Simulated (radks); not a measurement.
The numbers below are computed, except where a source is named.
Pm, configuration [Xe] 4f5 6s2. Code: a radial shooting solver on a logarithmic mesh with Libxc functionals. Model: scalar-relativistic Kohn-Sham, PBEsol, spin-polarised, spherical densities, finite nucleus; open shells are filled with parallel spins first (spin-orbit coupling, left out, can overturn this in heavy ions); Fermi nuclear charge, rms radius 4.962 fm. Some entries of the table are withheld. Estimate them.

orbital  occ.  eigenvalue (hartree)  <r> (bohr)  r(max) (bohr)
1s up       1             -1653.625     0.02319        0.01480
1s down     1             -1653.625     0.02319        0.01480
2s up       1             -268.8534     0.09899        0.08383
2s down     1             -268.8524     0.09899        0.08383
2p up       3             -240.1449     0.08712        0.06762
2p down     3             -240.1442     0.08712        0.06762
3s up       1             -58.61960      0.2607         0.2387
3s down     1             -58.56599      0.2606         0.2387
3p up       3             -49.60317      0.2590         0.2339
3p down     3             -49.54988      0.2588         0.2338
3d up       5             -37.22584      0.2364         0.1918
3d down     5             -37.18455      0.2362         0.1917
4s up       1             -11.68469      0.5933         0.5521
4s down     1             -11.54827      0.5930         0.5519
4p up       3              -8.72610      0.6282         0.5763
4p down     3              -8.58922      0.6280         0.5760
4d up       5              -4.54672      0.6888         0.6029
4d down     5              -4.40952      0.6891         0.6024
5s up       1              -1.56839       1.434          1.285
5s down     1              -1.48469       1.453          1.297
5p up       3              -0.85574       1.683          1.458
5p down     3              -0.79242       1.717          1.478
6s up       1                   (1)       4.312          3.684
6s down     1                   (2)       4.444          3.805
4f up       5              -0.11719       1.042         0.6371
5d up       0              -0.07422       3.201            (3)
5d down     0              -0.05500       3.550            (4)
6p up       0              -0.04539       5.965          4.934
6p down     0              -0.04277       6.153          5.076
4f down     0              -0.00073       1.218         0.6396

Answer. 
(1) 6s up eigenvalue (hartree): -0.13379
(2) 6s down eigenvalue (hartree): -0.12592
(3) 5d up r(max) (bohr): 2.164
(4) 5d down r(max) (bohr): 2.291
